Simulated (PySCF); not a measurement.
A GIAO shielding run with PySCF 2.14 (density fitting, non-relativistic, gas phase) on `c1c(-c2sccc2)csc1`, C$_{8}$H$_{6}$S$_{2}$:

```
{"job": {"kind": "nmr", "xc": "wB97X-D", "basis": "pcSseg-1", "pop": false}, "charge": 0, "multiplicity": 1}
C     -2.756046    -0.738512     0.096107
C     -2.963893     0.549380    -0.324207
S     -1.483806     1.393049    -0.521126
C     -0.547389     0.016762    -0.036810
C      0.908466     0.084082     0.014012
C      1.676635     1.249454    -0.312910
C      3.023033     1.055084    -0.184400
S      3.384970    -0.540854     0.333622
C      1.726787    -0.963891     0.383598
C     -1.379289    -1.041852     0.260030
H     -3.564471    -1.446582     0.282411
H     -3.909335     1.048920    -0.529954
H      1.237341     2.196196    -0.631766
H      3.823645     1.769733    -0.368675
H      1.430266    -1.967278     0.683692
H     -1.008710    -2.013365     0.588486
```

Hardware: 1 thread of an Arm Neoverse V1, shared host.

**Question.** How large is the calculation?

**Answer.** 86 electrons, 214 basis functions and 1150 auxiliary functions.

**Question.** How long does it take?

**Answer.** 62 s of wall time, with 14 SCF cycles and 7 response iterations. Times on a shared host scatter by some tens of per cent.

**Question.** And these other runs on the same molecule and hardware: GIAO shielding at PBE0/pcSseg-1?

**Answer.** PBE0/pcSseg-1: 214 functions, 46 s.
